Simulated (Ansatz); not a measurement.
A nudged elastic band was laid between two geometries of ClGeH3 + H2O (8 atoms, charge 0, multiplicity 1).

All numbers below come from RKS PBE-D4/def2-SVP in Ansatz 0.2.0.

```json
{
  "movable images": "7",
  "climbing image": "yes",
  "spring": "5.0 eV/Å²",
  "optimiser": "quadratic models (default)",
  "start path": "through a guess of the saddle point",
  "force threshold": "0.05 eV/Å",
  "iteration limit": "60",
  "end points": "relaxed"
}
```

Initial state:

```xyz
8
Properties=species:S:1:pos:R:3
Ge -0.123 0.335 -0.087
H -0.260 0.488 1.443
H 1.321 0.136 -0.582
H -0.813 1.521 -0.811
Cl -1.311 -1.422 -0.703
O 1.117 -2.187 1.191
H 0.460 -2.476 0.524
H 0.590 -2.216 2.012
```

Final state:

```xyz
8
Properties=species:S:1:pos:R:3
Ge -0.019 -0.354 -0.770
H 0.865 -0.611 3.549
H 1.352 0.229 -1.160
H -1.088 0.674 -0.316
Cl -0.858 -1.403 -2.488
O 0.355 -1.537 0.526
H -0.448 -1.995 0.840
H 0.822 -0.823 2.808
```

Q: Which bonds break or form, and what moves?

A: Bonds broken: Ge1–H2, O6–H8. Bonds formed: Ge1–O6, H2–H8. ClGeH3 + H2O becomes ClGeH3O + H2.

Q: Give the energies along the band, and the barrier.

A: The forces met the threshold. The highest image is number 3 of 0 to 8, 1.55 eV above the first end and 1.54 eV above the last; the last end lies 0.01 eV above the first. A vibrational analysis at the climbing image gives one clearly imaginary mode, 1154i cm⁻¹: a first-order saddle point. The orbitals stay closed-shell, which can raise the energy where a bond breaks towards radicals; this wasn't checked here.

```tsv
image	path coordinate (Å)	energy (eV)	Ge1–H2 (Å)	O6–H8 (Å)	Ge1–O6 (Å)
0	0.00	0.00	1.54	0.98	3.09
1	1.06	0.11	1.54	0.97	3.14
2	2.12	0.64	1.58	0.98	2.72
3	3.19	1.55	1.89	1.17	2.00
4	3.96	0.43	2.43	1.80	1.82
5	4.74	0.06	3.11	2.31	1.79
6	5.52	0.02	3.69	2.49	1.79
7	6.29	0.01	4.09	2.46	1.79
8	7.07	0.01	4.42	2.44	1.79
```

Q: What is the geometry of the highest image?

A: 
```xyz
8
Properties=species:S:1:pos:R:3
Ge 0.093 -0.219 -0.112
H 0.666 0.181 1.642
H 1.377 0.348 -0.743
H -1.156 0.645 0.168
Cl -0.715 -1.533 -1.740
O 0.459 -1.849 0.992
H -0.307 -2.460 1.074
H 0.565 -0.933 1.707
```

Q: What are the harmonic wavenumbers there?

A: 1154i, 185, 225, 346, 424, 492, 524, 714, 733, 841, 880, 955, 1305, 1576, 1825, 2085, 2137, 3631 cm⁻¹.

Run time: 90 s on 2 threads of Intel(R) Xeon(R) 6975P-C (Granite Rapids), with other jobs on the host, peak memory 0.16 GiB.
